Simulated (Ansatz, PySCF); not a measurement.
The pair A = CH3F (SMILES CF) (first 5 atoms), B = CH3F (SMILES CF); geometry from B3LYP-D3(BJ)/def2-TZVP.
(charge 0, multiplicity 1):
```xyz
10

C     -0.232     0.523     0.462
F      1.061     0.138     0.822
H     -0.805     0.702     1.370
H     -0.166     1.433    -0.136
H     -0.681    -0.280    -0.123
C      0.612     0.305     4.164
F     -0.682     0.689     3.804
H      0.547    -0.602     4.765
H      1.184     0.124     3.256
H      1.061     1.111     4.746
```

Frozen-core correlation. CBS: X⁻³ extrapolation of the correlation energy, Hartree–Fock from the larger set. MP2 and its Hartree–Fock in aug-cc-pVTZ are density fitted.

The values were computed with Ansatz (Gaussian orbitals); PySCF for the dispersion terms. Each number belongs to the level named beside it.

The monomers are drawn apart, rigid, along the line of their centres of mass. Counterpoise-corrected interaction energies (kcal/mol):

```tsv
level	R = 4.340 Å	R = 5.315 Å
PBE/def2-TZVPPD	-0.9502	-0.4044
PBE-D3(BJ)/def2-TZVPPD	-1.2189	-0.4954
wB97M-V/def2-TZVPPD	-1.1546	-0.5156
MP2/CBS(aug-cc-pVDZ, aug-cc-pVTZ) + ΔCCSD(T)/aug-cc-pVDZ	-1.1957	-0.5217
```

**Question.** R is the distance of the centres of mass. Find the local exponent m of E ∝ R⁻ᵐ between the two points.

**Answer.** 
m = ln(E₁/E₂)/ln(R₂/R₁): PBE/def2-TZVPPD 4.2; PBE-D3(BJ)/def2-TZVPPD 4.4; wB97M-V/def2-TZVPPD 4.0; MP2/CBS(aug-cc-pVDZ, aug-cc-pVTZ) + ΔCCSD(T)/aug-cc-pVDZ 4.1. For scale, two fixed dipoles give m = 3, dipole and quadrupole 4, quadrupoles 5, and dispersion or dipole-induced dipole 6 at long range; at these distances several terms mix, and what is left of overlap and damping shifts m, so it need not match one of them.

Ansatz is a quantum-chemistry and plane-wave program.
